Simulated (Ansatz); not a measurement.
Mulliken charges of FGeH$_{3}$OSi, SMILES `F[SiH]1[O][GeH2]1` from PBE/def2-TZVPP in Ansatz (PBE0-D4/def2-TZVP geometry).

```tsv
atom	x (Å)	y (Å)	z (Å)	charge (e)
F1	-2.140	0.935	0.294	-0.256
Si2	-0.651	0.838	-0.247	0.538
O3	0.523	0.649	0.860	-0.406
Ge4	0.585	-1.037	-0.043	0.176
H5	-0.511	1.911	-1.253	-0.064
H6	1.989	-1.224	-0.636	0.004
H7	0.266	-2.138	0.978	0.008
```

Task: By hand: the dipole of these point charges (1 e Å = 4.8032 D).

Result: Σ q r = (0.131, -0.379, -0.479) e Å, of length 0.625 e Å = 3.00 D.

Task: How does the dipole of the full density compare? (An estimate is asked.)

Result: Computed: (0.086, -0.198, -0.315) e Å, 1.83 D; the point charges give 1.64 times that, at 6° from its direction.

Point charges leave out the atoms' own dipoles, such as those of lone pairs, and Mulliken's split depends on the basis, so the two needn't agree.
